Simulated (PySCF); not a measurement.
Compound: C3H9As.
Bonds: C1–C2, C2–As3, As3–C4. Hydrogens: H5, H6, H7 on C1; H8, H9 on C2; H10 on As3; H11, H12, H13 on C4.

Method: PySCF 2.14.0, PBE0-D3(BJ)/def2-SVP geometry optimisation, gas phase; density fitting, grid level 1; the optimiser is geomeTRIC in internal coordinates, started from a GFN2-xTB structure with every atom displaced at random (about 0.01 Å).

Geometry at step 1:
```
atom  x, y, z in Å
C1     -2.1060   -0.1379   -0.1526
C2     -0.6687    0.3355   -0.0310
As3     0.5345   -0.5839   -1.3060
C4      2.2206    0.2458   -0.7287
H5     -2.5034    0.0213   -1.1663
H6     -2.1986   -1.2248    0.0624
H7     -2.7647    0.3898    0.5515
H8     -0.2852    0.2011    0.9948
H9     -0.5965    1.4104   -0.2615
H10     0.6871   -1.8531   -0.4537
H11     2.2918    1.2761   -1.1134
H12     2.3155    0.2707    0.3607
H13     3.0845   -0.3389   -1.1427
```

**Question.** What forces act on the atoms?

**Answer.** 
```tsv
atom	Fx (eV/Å)	Fy (eV/Å)	Fz (eV/Å)
C1	-0.013	-0.420	0.049
C2	0.035	0.000	0.060
As3	-0.029	-0.057	-0.015
C4	0.649	-0.349	-0.315
H5	0.000	0.030	-0.031
H6	0.033	0.310	-0.036
H7	-0.052	0.045	0.050
H8	-0.020	0.011	-0.070
H9	0.018	0.031	-0.018
H10	0.013	0.106	-0.069
H11	-0.072	-0.098	-0.033
H12	0.003	0.009	0.206
H13	-0.565	0.382	0.222
```

The largest, 0.80 eV/Å, acts on C4; the rms over all components is 0.198 eV/Å. The forces sum to zero within rounding, as they must for an isolated molecule in no field.

**Question.** Give the force on C4 in Eh/bohr and in nN.

**Answer.** 0.802 eV/Å ÷ 51.422 = 0.01559 Eh/bohr, and 0.802 eV/Å × 1.602 = 1.28 nN.

**Question.** How far is this geometry from the end of the optimisation?

**Answer.** 0.015 eV above it, and 0.104 Å rms away after alignment. The bonds farthest from their final lengths, with half the difference of the two atoms' forces along the bond (positive lengthens):

| bond | now (Å) | final (Å) | force along bond (eV/Å) |
| --- | --- | --- | --- |
| C4–H13 | 1.122 | 1.100 | -0.76 |
| C1–H6 | 1.112 | 1.102 | -0.37 |
| As3–H10 | 1.536 | 1.530 | -0.08 |
| C4–H12 | 1.094 | 1.099 | +0.24 |
| As3–C4 | 1.966 | 1.969 | +0.19 |
| C1–H7 | 1.099 | 1.102 | +0.12 |

The angle farthest from its final value is As3–C4–H11, 110.3° against 108.6°.

Of the 2 listed bonds off by 0.010 Å or more, this force points towards the final length in 2.

The cost below is that of the whole optimisation. Time: 75 s of wall time; peak memory 0.51 GiB. Hardware: Arm Neoverse N1, one thread, shared host.
